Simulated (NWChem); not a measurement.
Everything below was run with NWChem. System: HP, charge 0, spin multiplicity 3, at a geometry optimised with UPBE/def2-SVP. The structure started from a generated list of species. Its SCF solution wasn't tested for a lower state. Level: UPBE0/def2-QZVP.

Input file:

```
start mol
memory heap 200 mb stack 900 mb global 1100 mb
geometry units angstroms nocenter noautoz
  P      0.000000     0.000000     0.090693
  H      0.000000     0.000000    -1.360390
  symmetry group C2v
end
basis spherical
  * library def2-qzvp
end
dft
  xc pbe0
  odft
  mult 3
  semidirect memsize 60000000 filesize 0
  iterations 100
end
task dft energy
```

Part of the output:

```
             Northwest Computational Chemistry Package (NWChem) 7.3.0
             --------------------------------------------------------

                                NWChem Input Module
                                -------------------

 Scaling coordinates for geometry "geometry" by  1.889725989
 (inverse scale =  0.529177249)

 Turning off AUTOSYM since
 SYMMETRY directive was detected!

                             Geometry "geometry" -> ""
                             -------------------------

 Output coordinates in angstroms (scale by  1.889725989 to convert to a.u.)

  No.       Tag          Charge          X              Y              Z
 ---- ---------------- ---------- -------------- -------------- --------------
    1 P                   15.0000     0.00000000     0.00000000     0.09069300
    2 H                    1.0000     0.00000000     0.00000000    -1.36039000

 Effective nuclear repulsion energy (a.u.)       5.4701617585

            Nuclear Dipole moment (a.u.)
            ----------------------------
        X                 Y               Z
 ---------------- ---------------- ----------------
     0.0000000000     0.0000000000     0.0000094486

      Symmetry information
      --------------------

 Group name             C2v
 Group number             16
 Group order               4
 No. of unique centers     2

      Symmetry unique atoms

     1    2


 Summary of "ao basis" -> "" (spherical)
 ------------------------------------------------------------------------------
       Tag                 Description            Shells   Functions and Types
 ---------------- ------------------------------  ------  ---------------------
 *                         def2-qzvp                  on all atoms

                                 NWChem DFT Module
                                 -----------------

 Summary of "ao basis" -> "ao basis" (spherical)
 ------------------------------------------------------------------------------
       Tag                 Description            Shells   Functions and Types
 ---------------- ------------------------------  ------  ---------------------
[...]
   alpha      1      2      3      4      5      6      7      8      9     10
    beta      1      2      4      5      3      6      7      8      9     10
 overlap   1.000  1.000  1.000  1.000  1.000  0.991  0.993  0.992  0.992  0.993

   alpha     11     12     13     14     15     16     17     18     19     20
    beta     11     13     14     12     15     16     17     18     19     20
 overlap   0.973  0.992  0.992  0.978  0.998  0.998  0.998  0.998  0.996  0.999

   alpha     21     22     23     24     25     26     27     28     29     30
    beta     21     22     23     26     27     24     25     30     31     29
 overlap   0.999  0.999  0.998  0.997  0.997  0.999  0.999  1.000  1.000  0.999

   alpha     31     32     33     34     35     36     37     38     39     40
    beta     28     33     34     32     35     36     37     38     39     40
 overlap   0.999  0.999  0.999  0.996  0.995  0.999  0.999  0.999  0.997  0.999

   alpha     41     42     43     44     45     46     47     48     49     50
    beta     41     42     43     44     46     45     47     48     49     50
 overlap   1.000  1.000  1.000  1.000  1.000  1.000  0.999  0.999  0.999  0.999

   alpha     51     52     53     54     55     56     57     58     59     60
    beta     57     58     53     54     51     52     59     60     55     56
 overlap   1.000  1.000  0.961  0.961  0.999  0.999  0.961  0.961  1.000  1.000

   alpha     61     62     63     64     65     66     67     68     69     70
    beta     61     62     64     65     63     66     68     69     67     70
 overlap   1.000  1.000  1.000  1.000  0.999  0.999  1.000  1.000  0.999  1.000

   alpha     71     72     73     74     75     76     77     78     79     80
    beta     71     72     73     74     75     76     77     78     79     80
 overlap   1.000  1.000  1.000  1.000  1.000  1.000  1.000  1.000  1.000  1.000

   alpha     81     82     83     84     85     86     87     88     89     90
    beta     81     82     83     85     84     86     87     88     89     90
 overlap   1.000  1.000  1.000  1.000  1.000  1.000  1.000  1.000  1.000  1.000

   alpha     91     92     93     94     95     96     97     98     99    100
    beta     91     92     93     94     96     95     97     98     99    100
 overlap   1.000  1.000  1.000  1.000  1.000  1.000  1.000  1.000  1.000  1.000

     --------------------------
     Expectation value of S2:
     --------------------------
      <S2> =      2.0094 (Exact =     2.0000)

 center of mass
 --------------
 x =   0.00000000 y =   0.00000000 z =   0.08497249

 moments of inertia (a.u.)
 ------------------
           7.339411746093           0.000000000000           0.000000000000
           0.000000000000           7.339411746093           0.000000000000
           0.000000000000           0.000000000000           0.000000000000

     Multipole analysis of the density
     ---------------------------------

     L   x y z        total         alpha         beta         nuclear
     -   - - -        -----         -----         ----         -------
     0   0 0 0     -0.000000     -9.000000     -7.000000     16.000000

     1   1 0 0      0.000000      0.000000      0.000000      0.000000
     1   0 1 0      0.000000      0.000000      0.000000      0.000000
     1   0 0 1     -0.173059     -0.143676     -0.029392      0.000009

     2   2 0 0    -10.642339     -7.954294     -2.688044      0.000000
     2   1 1 0     -0.000000     -0.000000     -0.000000      0.000000
     2   1 0 1     -0.000000     -0.000000     -0.000000      0.000000
     2   0 2 0    -10.642339     -7.954294     -2.688044      0.000000
     2   0 1 1     -0.000000     -0.000000     -0.000000      0.000000
     2   0 0 2    -10.326602     -9.718399     -7.657624      7.049421

 Task  times  cpu:        3.4s     wall:        3.4s

 Total times  cpu:        3.4s     wall:        3.4s
```
